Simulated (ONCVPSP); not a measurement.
**PBEsol ONCV dataset for germanium (Ge), scalar-relativistic all-electron reference.**

| Property | Result |
| --- | --- |
| Element | Ge (Z = 32) |
| Generator | ONCVPSP 4.0.1 |
| Type | optimised norm-conserving Vanderbilt (ONCV) |
| Functional | PBEsol |
| Relativity | scalar-relativistic |
| Frozen core | [Ne] |
| Valence charge | 22 |
| Reference configuration | 3s2 3p6 3d10 4s2 4p2 |
| Partial waves | 3s+4s: rc 1.10 bohr, ncon 4, nbas 8, qcut 11.9 1/bohr, 2 projectors; 3p+4p: rc 0.90 bohr, ncon 4, nbas 7, qcut 17.9 1/bohr, 2 projectors; 3d: rc 0.90 bohr, ncon 3, nbas 7, qcut 20.1 1/bohr, local |
| Local potential | the d channel |
| Core correction | none |

Results:

```json
{
 "Cutoffs needed": "141 Ha and 160 Ha (the cutoffs (Ha) at which the residual kinetic energy of the hardest occupied pseudo-wave falls to 1 and 0.1 mHa per electron)",
 "Ghost test": "no bound ghost flagged; GHOST(+) flags only above 600 eV",
 "Configuration tests": "1 of 4 tests not solved or not reliable"
}
```

Generation and tests took about 2.4 s on one core of a shared server CPU.
